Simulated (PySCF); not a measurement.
Delta-SCF ions had no search for a lower state. 

Species: H2BF2N, SMILES `FB(F)N` (charge 0, multiplicity 1).

Estimate the S1 oscillator strength, vertical ionisation energy (Delta-SCF) and dipole moment that PBE-D3(BJ)/def2-TZVP // B3LYP-D3(BJ)/def2-TZVP in PySCF returns for this input.


The S1 oscillator strength comes out as 0.045, the vertical ionisation energy (Delta-SCF) is 11.29 eV and the dipole moment is 2.69 D.
